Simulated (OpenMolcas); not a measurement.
F5+: effect of the IPEA shift

- Program: OpenMolcas
- Basis: ANO-RCC-VQZP [5s4p3d2f1g]
- Scalar Hamiltonian: DKH2, point nucleus
- Active space: 2 electrons in 9 orbitals (RAS2 2s 2p; RAS3 3d, at most 2 electrons)
- State averaging: 2S+1 = 3 even, 3 roots; 2S+1 = 1 even, 7 roots (6 in the spin-orbit step); 2S+1 = 3 odd, 3 roots; 2S+1 = 1 odd, 3 roots
- Spin-orbit coupling: RASSI with atomic mean-field integrals over the reference wave functions, term energies averaged over their components

Methods on the same reference wave functions:
A. RASSCF
B. SS-RASPT2, IPEA 0.25 Eh, imaginary shift 0.1 Eh (closed shells correlated: 1s)
C. SS-RASPT2, IPEA 0.5 Eh, imaginary shift 0.1 Eh (closed shells correlated: 1s)

Energies in eV above 2s2 1S0, the measured ground level; measured values from Moore, Atomic Energy Levels, vol. I, NSRDS-NBS 35 (1971 reprint of NBS Circular 467, 1949).

```tsv
Level	A	B	C	Measured
2s2 1S0	0.0000	0.0000	0.0000	0.0000
2s 2p 3P* 0	11.9825	11.974	11.974	
2s 2p 3P* 1	12.0171	12.009	12.009	12.0092
2s 2p 3P* 2	12.0868	12.078	12.079	12.0806
2s 2p 1P* 1	23.5752	23.291	23.292	
2p2 3P0	31.3715	31.213	31.214	
2p2 3P1	31.4059	31.247	31.249	31.1988
2p2 3P2	31.4738	31.315	31.317	31.2620
2p2 1D2	34.4795	34.160	34.161	34.0457
```

Deviations, from unrounded energies. A percentage is the sum of absolute deviations over the sum of measured energies, with the sign that they share, or ± where signs differ.

| Against measurement | Levels | A | B | C |
| --- | --- | --- | --- | --- |
| mean absolute deviation (cm-1) | 5 | 1400 | 350 | 360 |
| other configurations (%) | 5 | +0.7 | ±0.2 | ±0.2 |

B, C lie about equally close to measurement and A furthest from it. The largest miss of B in the table is 2p2 1D2, by +920 cm-1. The ranking rests on the paired levels alone, and a cruder setting can come out closer through cancelling errors.

Between B and C the level of the table that moves most is 2p2 3P1, by 12 cm-1 (lowest in B, highest in C).

The lowest spin-free term lies below A's lowest term by 0.011 hartree in B, 0.011 hartree in C.

Active for correlation alone: 3d; no level in the range computed is led by a configuration that fills it, so any true level of that kind is missing. Measured partners are found by configuration, term and J. A level has none where our copy of the source lacks it or the pairing is in doubt (some pairs that miss far off the trend of their configuration count as doubtful), and it then counts in no deviation. Only configurations of the active space appear.

* marks odd parity.
